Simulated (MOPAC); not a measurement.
Input for MOPAC: PM7 on BrHSSn (SMILES [SH][Sn][Br]), a point of a torsion scan.

```
PM7 1SCF PRECISE CHARGE=0 THREADS=1
BrHSSn

S     -1.48403688 1     0.41899198 1     0.45727109 1
Sn     0.82873260 1     1.00903516 1    -0.22530239 1
Br     0.36661182 1     2.66392219 1    -2.09772753 1
H     -1.62923352 1    -0.60541030 1    -0.37575474 1
```

The log:

```
*******************************************************************************
 **                                                                           **
 **                              MOPAC v23.2.5                                **
 **                                                                           **
 *******************************************************************************
 ** MOPAC's Digital Object Identifier: https://doi.org/10.5281/zenodo.6511958 **
 **                                                                           **
 ** Please cite the open-source release paper for use of this MOPAC version:  **
 ** J. E. Moussa and J. J. P. Stewart (2026)                                  **
 ** MOPAC: An open-source semiempirical molecular orbital program             **
 ** J. Open Source Softw., 11(119), 8025, https://doi.org/10.21105/joss.08025 **
 *******************************************************************************

                              PM7 CALCULATION RESULTS

 *******************************************************************************
 *  PM7        - The PM7 Hamiltonian to be used
 *
 *
 *
 *                 CHARGE ON SYSTEM = 0
 *
 *
 *
 *  PRECISE    - TIGHTER CRITERIA TO BE USED
 *  1SCF       - DO 1 SCF AND THEN STOP
 *  THREADS=1  - MULTI-THREADING NOT USED
 *  T=         - A TIME OF 172800.0 SECONDS REQUESTED
 *  DUMP=N     - RESTART FILE WRITTEN EVERY 7200.0 SECONDS REQUESTED
 *******************************************************************************
PM7 1SCF PRECISE CHARGE=0 THREADS=1
 BrHSSn

   ATOM   CHEMICAL          X               Y               Z
  NUMBER   SYMBOL      (ANGSTROMS)     (ANGSTROMS)     (ANGSTROMS)

     1       S         -1.48403688  *   0.41899198  *   0.45727109  *
     2      Sn          0.82873260  *   1.00903516  *  -0.22530239  *
     3      Br          0.36661182  *   2.66392219  *  -2.09772753  *
     4       H         -1.62923352  *  -0.60541030  *  -0.37575474  *



          CARTESIAN COORDINATES

    NO.       ATOM           X           Y           Z

     1         S         -1.4840      0.4190      0.4573
     2        Sn          0.8287      1.0090     -0.2253
     3        Br          0.3666      2.6639     -2.0977
     4         H         -1.6292     -0.6054     -0.3758

 General Reference for PM7:
 "Optimization of Parameters for Semiempirical Methods VI: More Modifications to the
 NDDO Approximations and Re-optimization of Parameters", J. J. P. Stewart, J. Mol. Mod., 1:32, 19 (2013)
 https://link.springer.com/article/10.1007/s00894-012-1667-x

           Empirical Formula: H S Sn Br  =     4 atoms



      MOLECULAR POINT GROUP   :   C1


      RHF CALCULATION, NO. OF DOUBLY OCCUPIED LEVELS = 9


 -------------------------------------------------------------------------------
 PM7 1SCF PRECISE CHARGE=0 THREADS=1
 BrHSSn



     1SCF WAS SPECIFIED, SO BFGS WAS NOT USED
     SCF FIELD WAS ACHIEVED


                              PM7 CALCULATION
                                                       MOPAC v23.2.5 Linux




          FINAL HEAT OF FORMATION =         -3.70856 KCAL/MOL =     -15.51663 KJ/MOL


          COSMO AREA              =        132.49 SQUARE ANGSTROMS
          COSMO VOLUME            =        127.06 CUBIC ANGSTROMS

          IONIZATION POTENTIAL    =          9.284215 EV
          HOMO LUMO ENERGIES (EV) =         -9.284 -1.025
          NO. OF FILLED LEVELS    =          9
          MOLECULAR WEIGHT        =        231.6619         POINT GROUP:  C1

          MOLECULAR DIMENSIONS (Angstroms)

            Atom       Atom       Distance
            H     4   Br     3     4.19966
           Sn     2   Br     3     1.75663
           Sn     2    S     1     1.10859


          SCF CALCULATIONS        =          1





   ATOM   CHEMICAL          X               Y               Z
  NUMBER   SYMBOL      (ANGSTROMS)     (ANGSTROMS)     (ANGSTROMS)

     1       S         -1.48403688  *   0.41899198  *   0.45727109  *
     2      Sn          0.82873260  *   1.00903516  *  -0.22530239  *
     3      Br          0.36661182  *   2.66392219  *  -2.09772753  *
     4       H         -1.62923352  *  -0.60541030  *  -0.37575474  *

                             CARTESIAN COORDINATES

   1    S       -1.484036880     0.418991980     0.457271090
   2   Sn        0.828732600     1.009035160    -0.225302390
   3   Br        0.366611820     2.663922190    -2.097727530
   4    H       -1.629233520    -0.605410300    -0.375754740


           Empirical Formula: H S Sn Br  =     4 atoms



      MOLECULAR POINT GROUP   :   C1


                  EIGENVALUES
 -26.64822 -25.77787 -13.65190 -12.92586 -11.37986 -11.05313 -10.57432  -9.85549
  -9.28421  -1.02511  -0.55136  -0.36807  -0.30794  -0.28008   0.25622   0.36470
   0.83334   3.19090 264.68187 264.86262 264.96451 265.61849 265.62263


              NET ATOMIC CHARGES AND DIPOLE CONTRIBUTIONS

  ATOM NO.   TYPE          CHARGE      No. of ELECS.   s-Pop       p-Pop       d-Pop
    1          S          -0.590837        6.5908     1.89828     4.57959     0.11296
    2         Sn           0.791751        3.2082     1.86509     1.34316
    3         Br          -0.393565        7.3936     1.95594     5.43655     0.00107
    4          H           0.192652        0.8073     0.80735
 DIPOLE           X         Y         Z       TOTAL
 POINT-CHG.     5.163    -2.948     1.463     6.122
 HYBRID        -3.105     0.965    -0.918     3.378
 SUM            2.058    -1.983     0.546     2.909


          ATOMIC ORBITAL ELECTRON POPULATIONS

     Atom    s        px        py        pz      x^2-y^2     xz        z^2       yz        xy
    1  S   1.89828   1.53354   1.44718   1.59887   0.03115   0.01208   0.01014   0.05430   0.00530
    2 Sn   1.86509   0.68286   0.31031   0.34999
    3 Br   1.95594   1.96288   1.76480   1.70886   0.00012   0.00020   0.00018   0.00042   0.00016
    4  H   0.80735

 **********************
 *                    *
 * JOB ENDED NORMALLY *
 *                    *
 **********************




 == MOPAC DONE ==
```

The run finished.

Cost: about 0.020 core-seconds (a rough figure).
